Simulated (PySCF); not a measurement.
An unknown is described by computed data only.

Elements present: C, F, H and O. Monoisotopic mass: 145.0659 u (electron mass counted); charge +1.

* UV, first state: lowest singlet excitation: 4.73 eV (262 nm, f = 0.017) [TDDFT B3LYP/def2-SVPD]
* NMR, other nuclei: isotropic shieldings of nuclei other than C and H, by class: 90 (1 O), 108 (1 O), 426 (1 F) ppm [GIAO HF/pcSseg-1]
* UV, strongest line: among the 10 lowest singlet transitions: S5 at 6.74 eV (184 nm, f = 0.165) [TDDFT B3LYP/def2-SVPD]
* 13C NMR: chemical shifts (computed TMS as zero) by class: 205.1 (1 C), 151.8 (1 C), 127.3 (1 C), 87.8 (1 C), 76.3 (1 C), 71.9 (1 C), 17.3 (1 C) ppm [GIAO HF/pcSseg-1]
* 1H NMR: chemical shifts (computed TMS as zero) by class: 6.96 (1 H), 6.79 (1 H), 5.86 (1 H), 5.66 (1 H), 5.32 (1 H), 5.27 (1 H), 4.84 (1 H), 2.16 (3 H) ppm [GIAO HF/pcSseg-1]
* Rotational structure: rotational constants A, B, C: 3.154, 0.727, 0.641 GHz [PBE0-D3(BJ)/def2-SVP]
* Valence photoelectron: vertical ionisation energy: 14.61 eV [ΔSCF B3LYP/def2-SVPD]
* Triplet: lowest triplet excitation (Tamm–Dancoff): 4.20 eV [TDA B3LYP/def2-SVPD]
* Polarisability: 87.3 au [B3LYP/def2-SVPD]

Gas-phase values; electronic properties from PySCF, density fitting. Levels stand in brackets. The structure is a single PBE0-D3(BJ)/def2-SVP conformer in the gas phase; no vibrational or solvent corrections. NMR classes are plain means over equivalent atoms (diastereotopic ones count apart unless rotation or inversion swaps them), as if these changed places fast.

Q: Which formula fits the mass and the elements?

A: C7H10FO2 (calculated 145.0659). No other formula that holds each of these elements comes within 0.0003 u with a fitting electron parity and a possible valence count.

Q: What is the compound? Reason from the data.

A: Numbering: `[CH2:1]=[CH:2][C@@H:3]1[CH2:4][O:5][C+:6]([C@H:7]([CH3:8])[F:9])[O:10]1`. 7 carbons fall into 7 classes; from least to most shielded: carbon bonded to C and 2 O [C6] (205.1 ppm), terminal =CH2 carbon [C1] (151.8 ppm), alkene CH carbon [C2] (127.3 ppm), ring sp3 carbon bound to oxygen [C3] (87.8 ppm), sp3 C–F carbon [C7] (76.3 ppm), ring sp3 carbon bound to oxygen [C4] (71.9 ppm), methyl carbon [C8] (17.3 ppm). Hydrogen classes from least to most shielded: 1 H on a terminal =CH2 carbon, C1 (6.96 ppm), 1 H on a terminal =CH2 carbon, C1 (6.79 ppm), 1 H on an alkene CH carbon, C2 (5.86 ppm), 1 H on an sp3 carbon bound to oxygen, C3 (5.66 ppm), 1 H on an sp3 carbon bound to oxygen, C4 (5.32 ppm), 1 H on an sp3 C–F carbon, C7 (5.27 ppm), 1 H on an sp3 carbon bound to oxygen, C4 (4.84 ppm), 3 H on a methyl carbon, C8 (2.16 ppm, a mean of values up to 1.0 ppm apart in this geometry). The other shieldings belong to: 90 ppm, oxygen bonded to 2 C [O10]; 108 ppm, oxygen bonded to 2 C [O5]; 426 ppm, alkyl fluorine [F9]. S1 is mainly HOMO→LUMO (weight 0.99); the largest Löwdin shares of the orbital it empties are 0.41 on the alkene CH carbon, 0.36 on the terminal =CH2 carbon and 0.06 on an sp3 carbon bound to oxygen, of the orbital it fills 0.42 on the carbon bonded to C and 2 O, 0.20 on an oxygen bonded to 2 C, 0.19 on an oxygen bonded to 2 C and 0.06 on the sp3 C–F carbon. The optimised geometry has point group C1 and is an asymmetric top. Structure: `C=C[C@@H]1CO[C+]([C@H](C)F)O1`. The assignments are read from this structure; whether some other isomer fits the data as well wasn't checked. The mirror image fits equally.

The values belong to the conformer `[CH2:1]=[CH:2][C@@H:3]1[CH2:4][O:5][C+:6]([C@H:7]([CH3:8])[F:9])[O:10]1`: C1–C2–C3–C4 -132°, O5–C6–C7–C8 120°.
